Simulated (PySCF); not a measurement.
Compound: C₆H₁₂NP.
SMILES: `CC(C)P(C)CC#N`

All values: CAM-B3LYP/def2-SVPD (PySCF, non-relativistic), on one gas-phase PBE0-D3(BJ)/def2-SVP geometry that isn't relaxed in the solvent. The solvent is an IEF-PCM continuum (cavity from Bondi-type radii × 1.2), and excitations are vertical TDDFT with non-equilibrium linear response and a frozen core. The model holds no explicit solvent molecules, cavitation or dispersion.

Gas-phase singlets (H = HOMO, L = LUMO):

```
state  E (eV)  λ (nm)      f         leading configurations
   S1   6.409     193  0.074             H→L+1 58%, H→L 16%
   S2   6.636     187  0.074  H→L 33%, H→L+2 30%, H→L+1 23%
   S3   6.791     183  0.059             H→L+2 44%, H→L 40%
   S4   7.277     170  0.055           H→L+4 41%, H→L+3 34%
   S5   7.348     169  0.026           H→L+3 48%, H→L+4 29%
```

Question: How does the list change in acetonitrile (ε = 35.69)?

Answer: 
```tsv
state	E (eV)	λ (nm)	f	leading configurations	change by rank (eV)
S1	6.305	197	0.083	H→L 76%, H→L+2 8%	-0.104
S2	6.588	188	0.123	H→L+1 61%, H→L+2 21%	-0.048
S3	6.936	179	0.043	H→L+2 56%, H→L 11%, H→L+1 11%	+0.145
S4	7.254	171	0.061	H→L+4 60%, H→L+3 16%, H→L+6 9%	-0.023
S5	7.361	168	0.019	H→L+3 66%, H→L+1 11%	+0.013
```

Question: The ground-state energy changes by -0.369 eV from gas to acetonitrile. By how much does the total energy of gas-phase S1 change?

Answer: E(S1) = E(S0) + excitation energy, so it changes by -0.369 − 0.104 = -0.473 eV: it is lowered more than the ground state, which is what a red shift means. This is the vertical state, with the slow part of the continuum still set for S0.

Question: How do the frontier levels move from gas to acetonitrile?

Answer: 
| orbital | gas (eV) | solvent (eV) | change (eV) |
| --- | --- | --- | --- |
| LUMO+2 | 1.33 | 1.59 | +0.26 |
| LUMO+1 | 1.22 | 1.45 | +0.23 |
| LUMO | 0.99 | 1.35 | +0.36 |
| HOMO | -8.33 | -8.14 | +0.19 |
| HOMO-1 | -10.16 | -9.95 | +0.21 |
| HOMO-2 | -10.61 | -10.41 | +0.20 |
| HOMO-3 | -10.89 | -10.88 | +0.01 |

The HOMO–LUMO gap goes from 9.32 to 9.49 eV. Rows go by rank; for HOMO-3, HOMO-2, HOMO-1, LUMO, LUMO+1 and LUMO+2 the atom shares or the degeneracy differ between the runs, so the row needn't follow one orbital.

Conformer computed: `[CH3:1][CH:2]([CH3:3])[P:4]([CH3:5])[CH2:6][C:7]#[N:8]`: C1–C2–P4–C5 -69°, C2–P4–C6–C7 165°.
